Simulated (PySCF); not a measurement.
Predicted microwave data (PBE0-D3(BJ)/def2-SVP geometry optimisation, gas phase in PySCF 2.14.0) for one isomer of CH8AsGa:

| Quantity | Value |
| --- | --- |
| Rotational constants | A = 8285, B = 1511, C = 1331 MHz |
| Dipole components | \|μa\| = 3.23 D, \|μb\| = 1.13 D, \|μc\| = 0.00 D |
| Inertial defect | -15.78 u·Å² |
| κ | -0.95 |

**Question.** Which candidate fits, each taken in the one conformer that was computed?
A. `C[AsH2+][GaH3-]`
B. `[CH3][GaH2-][AsH3+]`

**Answer.** B. It is [CH3][GaH2-][AsH3+], a near-prolate asymmetric top, point group Cs. The candidates at the same level (rigid rotor, commonest isotopes):

```
             SMILES  A (MHz)  B (MHz)  C (MHz)  μa (D)  μb (D)  μc (D)  Δ (u·Å²)  point group                        rotor
    C[AsH2+][GaH3-]     9990     1516     1372    4.57    0.02    0.00    -15.78            –  near-prolate asymmetric top
[CH3][GaH2-][AsH3+]     8285     1511     1331    3.23    1.13    0.00    -15.78           Cs  near-prolate asymmetric top
```

`C[AsH2+][GaH3-]` has A 21 % too high. In the right answer the mirror of this Cs structure is the ab plane, so μc vanishes by symmetry (the 0.01 D computed is a residue). No structure here is proved a minimum.
